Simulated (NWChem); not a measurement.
# Basis-set dependence for CClF

```
C
F 1 1.2918
Cl 1 1.7615 2 106.66
```
Charge 0, spin multiplicity 1.

Everything below was run with NWChem. All single points use one geometry, from B3LYP/def2-SVP, a minimum by its harmonic frequencies.

Hartree-Fock energies in Ha, correlation energies in mHa.

The correlated methods keep 7 core orbitals frozen. The structure started from a generated list of species. Coupled-cluster values serve here as a point of comparison, not as the truth.

| basis | functions | RHF | MP2 | SCS-MP2 | CCSD | CCSD+T(CCSD) | CCSD(T) | CR-CCSD[T] | CR-CCSD(T) | RI-MP2 |
|---|---|---|---|---|---|---|---|---|---|---|
| 3-21G | 31 | -593.73051 | -243.1 | -237.9 | -257.3 | -267.4 | -265.6 | -265.8 | -264.2 | not run |
| cc-pVDZ | 46 | -596.71331 | -434.9 | -420.6 | -459.2 | -474.5 | -472.8 | -471.2 | -469.8 | -435.0 |
| cc-pVTZ | 94 | -596.77562 | -573.7 | -561.1 | -596.7 | -624.2 | -622.5 | -617.9 | -616.5 | -573.7 |
| cc-pVQZ | 169 | -596.79054 | -625.1 | -616.8 | not run | not run | not run | not run | not run | -625.1 |

From cc-pVTZ to cc-pVQZ the Hartree-Fock energy moves by -14.9 mHa and the MP2 correlation energy by -51.5 mHa, which is 8 % of its value in the larger set.
